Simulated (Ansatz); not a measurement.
Species: sum formula SnOCl, charge 0, multiplicity 2. It need not be the lowest isomer of its formula. SMILES: [O]=[Sn][Cl]
Geometry: optimised at B3LYP-D3(BJ)/def2-TZVP (Ansatz, a first-principles code).

Quantity: vertical electron affinity (to the singlet state of charge -1; a negative value means that the extra electron is unbound and the number depends on the basis; each state is the SCF solution reached for its spin; for the singlet the Hartree-Fock reference is unstable and T1 is 0.031), in eV. Cores are frozen in the correlated levels unless marked. Open shells are spin-unrestricted. No spin-orbit coupling. The frozen core is the preceding noble-gas configuration, with the filled d and f shells of earlier blocks. Past Kr the def2 sets carry scalar-relativistic core potentials. Anions need diffuse functions: def2-D sets add few. Basis-set limits of correlation are two-point, X^-3; Hartree-Fock from the larger set. The bracket is a focal-point correction in the basis named.

```csv
level,program,vertical electron affinity (eV)
HF/def2-SVPD,Ansatz,0.78
HF/def2-QZVPPD,Ansatz,0.66
SVWN5/def2-TZVPD,Ansatz,3.38
wB97M-V/def2-TZVPD,Ansatz,2.80
wB97X-V/def2-TZVPD,Ansatz,2.75
wB97X/def2-TZVPD,Ansatz,2.78
B2PLYP/def2-TZVPD,Ansatz,3.13
MP2/def2-TZVPPD,Ansatz,3.55
"RI-MP2/CBS(def2-TZVPPD,def2-QZVPPD)",Ansatz,3.68
SCS-MP2/def2-TZVPPD,Ansatz,3.30
CCSD/def2-SVPD,Ansatz,2.71
CCSD/def2-TZVPPD,Ansatz,2.69
CCSD(T)/def2-SVPD,Ansatz,2.98
"RI-MP2/CBS(def2-TZVPPD,def2-QZVPPD)+[CCSD(T)-MP2]/def2-SVPD",Ansatz,3.14
```
